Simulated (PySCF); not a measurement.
**Ti (titanium, neutral) across methods**

[Ar] 3d2 4s2, high-spin 3F determinant. Calculation: PySCF 2.14, in def2-QZVPPD; no relativity, point nucleus.

```
   method  E (hartree)  mean ε 3d α (eV)  mean ε 4s α (eV)  mean ε 4s β (eV)  Σ⟨r²⟩ (bohr²)   ⟨S²⟩
      LDA     -847.301            -5.332            -4.728            -4.256          47.05  2.003
      PBE     -849.122            -5.365            -4.570            -4.125          47.55  2.003
CAM-B3LYP     -849.400            -8.507            -6.073            -5.698          47.50  2.002
     PBE0     -849.161            -7.117            -5.160            -4.719          47.66  2.003
      UHF   -848.41359           -12.217            -6.314            -5.715          50.23  2.008
      M06     -849.304            -6.468            -5.006            -4.927          46.22  2.001
   r2SCAN     -849.317            -5.945            -4.711            -4.189          47.90  2.011
BHandHLYP     -849.362            -8.833            -5.568            -5.237          47.91  2.003
```

Question: Estimate the same row for wB97M-V.

Answer: E (hartree) = -849.313; mean ε 3d α (eV) = -9.403; mean ε 4s α (eV) = -6.796; mean ε 4s β (eV) = -6.411; Σ⟨r²⟩ (bohr²) = 47.58; ⟨S²⟩ = 2.002.
